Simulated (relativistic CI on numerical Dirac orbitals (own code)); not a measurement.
## Level scheme of Sb VI

Computed by Dirac-Coulomb-Breit CI, orbitals from a KLI potential per configuration, model QED, valence Slater integrals scaled by 0.85, P86 correlation energy added to each configuration (own radial code, finite nucleus).

Configuration list (outside the closed core [Ar] 3d10 4s2): 4p⁶4d¹⁰, 4p⁶4d⁹5s, 4p⁶4d⁹4f, 4p⁶4d⁹5p, 4p⁶4d⁹5d, 4p⁶4d⁹6s, 4p⁶4d⁹6p, 4p⁶4d⁹6d, 4p⁶4d⁹5f, 4p⁶4d⁹5g, 4p⁶4d⁹6f, 4p⁵4d¹⁰4f. Double excitations out of closed p, d and f shells are left out; levels of such configurations are missing from the list, as are those of other unlisted configurations, and high levels can miss mixing partners.

```csv
No.,Configuration,Term,J,E (cm⁻¹),%,Next component (%)
1,4p⁶4d¹⁰,¹S,0,0,100,
2,4p⁶4d⁹5s,³D,3,250655,100,
3,4p⁶4d⁹5s,³D,2,253400,69,31 ¹D
4,4p⁶4d⁹5s,³D,1,260739,100,
5,4p⁶4d⁹5s,¹D,2,263971,69,31 ³D
6,4p⁶4d⁹5p,³P°,2,338026,85,12 ³D°
7,4p⁶4d⁹5p,³F°,3,341236,57,33 ¹F°
8,4p⁶4d⁹5p,³P°,1,348340,87,11 ³D°
9,4p⁶4d⁹5p,³F°,4,349198,100,
10,4p⁶4d⁹5p,³F°,2,349205,88,8 ³D°
11,4p⁶4d⁹5p,¹D°,2,354641,67,21 ³D°
12,4p⁶4d⁹5p,³P°,0,355115,100,
13,4p⁶4d⁹5p,³D°,3,355736,71,28 ¹F°
14,4p⁶4d⁹5p,¹P°,1,357569,84,16 ³D°
15,4p⁶4d⁹5p,³F°,3,361523,43,39 ¹F°
16,4p⁶4d⁹5p,³D°,1,363583,73,15 ¹P°
17,4p⁶4d⁹5p,³D°,2,365456,59,30 ¹D°
18,4p⁶4d⁹5d,³S,1,471858,81,16 ³P
19,4p⁶4d⁹5d,³G,4,476634,56,43 ¹G
20,4p⁶4d⁹5d,³G,5,477294,100,
21,4p⁶4d⁹5d,³P,2,477428,63,35 ³D
22,4p⁶4d⁹5d,¹P,1,477678,53,23 ³D
23,4p⁶4d⁹5d,³D,3,479212,63,29 ³F
24,4p⁶4d⁹5d,¹F,3,480544,44,23 ³D
25,4p⁶4d⁹5d,¹D,2,480972,45,21 ³D
26,4p⁶4d⁹5d,³F,4,481474,76,18 ¹G
27,4p⁶4d⁹5d,³P,0,482498,98,2 ¹S
28,4p⁶4d⁹5d,³P,1,485652,41,38 ¹P
29,4p⁶4d⁹5d,³G,3,486852,72,20 ¹F
30,4p⁶4d⁹5d,³D,1,488116,72,20 ³P
31,4p⁶4d⁹4f,³P°,0,488437,99,
32,4p⁶4d⁹5d,³G,4,488751,39,39 ¹G
33,4p⁶4d⁹4f,³P°,1,489848,97,2 ³D°
34,4p⁶4d⁹5d,¹D,2,490060,41,39 ³D
35,4p⁶4d⁹5d,³F,2,490873,81,14 ¹D
36,4p⁶4d⁹5d,³F,3,491693,52,34 ¹F
37,4p⁶4d⁹4f,³P°,2,492580,89,6 ³D°
38,4p⁶4d⁹4f,³H°,6,497037,100,
39,4p⁶4d⁹4f,³H°,5,499370,76,23 ¹H°
40,4p⁶4d⁹4f,¹D°,2,503249,39,35 ³F°
41,4p⁶4d⁹4f,³D°,3,503467,59,39 ³F°
42,4p⁶4d⁹4f,³H°,4,504192,73,16 ¹G°
43,4p⁶4d⁹4f,³F°,4,504549,86,9 ³G°
44,4p⁶4d⁹4f,³G°,5,506416,46,45 ¹H°
45,4p⁶4d⁹4f,³D°,1,506989,97,2 ³P°
```

Energies count from the lowest computed level; ° marks odd parity.

The mean weight of the leading LS term, summed over parents, in these 45 levels is 73 %, and that of the leading jj configuration (from the same eigenvectors) 80 %.

At this charge configurations can still be misplaced by up to about 7 % of their energy. Levels and lines within the n = 5 or 6 shells can be off by up to 10 % or somewhat more, and those that change n by about 2 %, since core polarisation is missing. 2 of the 2 excited levels that our extract of the measured tables holds in this range could be paired (the sources list more); they are missed by 7570 cm⁻¹ on average and 7611 at most, and levels without a partner can miss by more.

LS names give the leading component of a level, which can be under half, so a name can repeat, a term be missing and a line seem to break the LS rules.
